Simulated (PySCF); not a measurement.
## Telling isomers of C$_{3}$H$_{8}$O$_{4}$Si$_{2}$ apart by NMR

Theoretical values (PySCF): shielding tensors at PBE0/pcSseg-1 (GIAO), geometry from GFN2-xTB. In vacuum, one computed conformer, no relativistic terms, fast rotation and ring inversion assumed for equivalent nuclei.

Referencing at the same level of theory: TMS for ¹H (σref 31.72) and ¹³C (σref 186.93). Where no couplings were computed, multiplicities follow the n + 1 count of equivalent neighbours, and m marks all less simple cases (inequivalent or close neighbours, rings, F or P nearby). Shifts are as computed. Against solution values, carbons near 30 ppm lie about +3 ppm off and those near 130 ppm about +5 ppm. Of 1211 compounds with measured shifts, 218 miss one by over three times the rms of a fit or turn the order of signals round; such compounds aren't used in these exercises. OH and NH positions are gas-phase values without hydrogen bonding to other molecules.

(1) Tabulate the signals of `C=CO[Si@](O)([SiH3])OC=O`, `CO[Si@H]1OCC(=O)O[SiH2]1` and their relative energies.

(2) What is the quickest way to tell C=CO[Si@](O)([SiH3])OC=O from CO[Si@H]1OCC(=O)O[SiH2]1?

Answers

(1) 
| SMILES | carbon types | δC | δH | E rel. (kcal/mol) |
| --- | --- | --- | --- | --- |
| C=CO[Si@](O)([SiH3])OC=O | 2×CH 1×CH2 | 166.1, 149.5, 102.6 | 7.99 (s, 1H), 6.74 (m, 1H), 5.02 (m, 1H), 4.65 (m, 1H), 3.53 (s, 3H), 2.87 (br s, 1H) | 0.0 |
| CO[Si@H]1OCC(=O)O[SiH2]1 | 1×C 1×CH2 1×CH3 | 169.1, 68.9, 53.5 | 5.66 (m, 1H), 5.38 (m, 1H), 5.16 (m, 1H), 4.72 (m, 1H), 4.54 (m, 1H), 3.90 (s, 3H) | 6.9 |

Energies are electronic energies at PBE0/pcSseg-1 on these geometries, without zero-point or thermal terms, each for the one conformer computed, which needn't be the lowest.

(2) Both give the same number of carbon signals, but DEPT or the intensities differ. The first has a carbonyl carbon (CH) at 166.1 ppm, the second a carbonyl carbon (C) at 169.1 ppm. In the proton spectra the most deshielded non-exchanging signals are 7.99 (s, 1H) and 5.66 (m, 1H).
